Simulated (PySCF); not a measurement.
Sb⁴²⁺: ionisation energy

Sb⁴²⁺ [He] 2s2 2p5 [2p1/2^2 2p3/2^3, M_J = 3/2] → Sb⁴³⁺ [He] 2s2 2p4 [2p1/2^2 2p3/2^2, M_J = 2], as a difference of total energies. Computed with PySCF 2.14 in an uncontracted even-tempered set (17 s from 21 bohr⁻², ratio 2.4; 12 p from 27 bohr⁻², ratio 2.4; 5 d from 100 bohr⁻², ratio 2.6; 4 f from 150 bohr⁻², ratio 2.6), with the two-component X2C-1e Hamiltonian. Correlated levels: nothing frozen; the 26 highest virtual spinors dropped. "Screened" scales the spin-orbit matrix elements by Boettger's factors to mimic the two-electron term; Breit and QED terms are absent.

| method | ionisation energy (eV) |
| --- | --- |
| GHF (spin-free) | 7011.2 |
| GMP2 (spin-free) | 7012.8 |
| GHF (screened spin-orbit) | 6934.7 |
| GMP2 (screened spin-orbit) | 6936.2 |

For this ion Breit and QED terms and the two-electron picture change, all absent here, outweigh the correlation shift from GHF to GMP2.

The spin-free rows relax to the high-spin LS determinant and lack the spin-orbit shift.

The labels give the starting determinants; with spin-orbit coupling the two ends relaxed to ⟨J²⟩ = 3.75, ⟨L²⟩ = 2.00, ⟨S²⟩ = 0.75 and ⟨J²⟩ = 6.00, ⟨L²⟩ = 3.16, ⟨S²⟩ = 1.42.

For comparison: 6929 ± 4 eV (theoretical estimate listed by NIST; NIST Atomic Spectra Database, ionization energies).
